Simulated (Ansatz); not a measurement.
Consider the ligand exchange at the Al–C bond: `CC(C)(C)[CH2][AlH][Cl]` + CH₃OH → `C[O][AlH][Cl]` + `CC(C)(C)C`.

Isolated molecules relaxed with PBE0-D4/def2-TZVP in Ansatz; ΔE leaves out vibrations. CBS: MP2 limit from def2 TZ/QZ plus the TZ coupled-cluster correction, frozen cores. This one scheme is used for every species. Functionals use def2-TZVPP. B3LYP here is the variant with VWN-RPA as its local correlation; programs differ in this. Each species was taken in one conformer, which may not be the lowest.

| level | ΔE (kJ/mol) | difference from CCSD(T)/CBS |
| --- | --- | --- |
| revPBE-D4 | -138.1 | 11.5 |
| r2SCAN-D4 | -152.3 | -2.7 |
| B3LYP-D4 | -154.7 | -5.1 |
| PBE0 | -146.4 | 3.2 |
| BHLYP | -166.8 | -17.2 |
| RPA@PBE/def2-TZVPP | -149.4 | 0.2 |
| HF/def2-SVP | -170.6 | -21.0 |
| MP2/def2-SVP | -158.2 | -8.6 |
| CCSD/def2-TZVPP | -154.8 | -5.2 |
| HF/CBS(def2) | -175.1 | -25.5 |
| CCSD(T)/CBS | -149.6 | 0 |

Largest T1 diagnostic among the species: 0.011.

Leaving LDA and LC-ωPBE aside and taking each functional with its dispersion term where it has one, the values, not all of them listed here, spread over 23.0 kJ/mol, from B2PLYP to revPBE-D4. LDA lies +4.2 kJ/mol from PBE without D4. In def2-TZVPP, CCSD(T) changes the Hartree–Fock value by +22.9 kJ/mol (the triples alone add +3.6 kJ/mol) and MP2 by +21.1 kJ/mol.
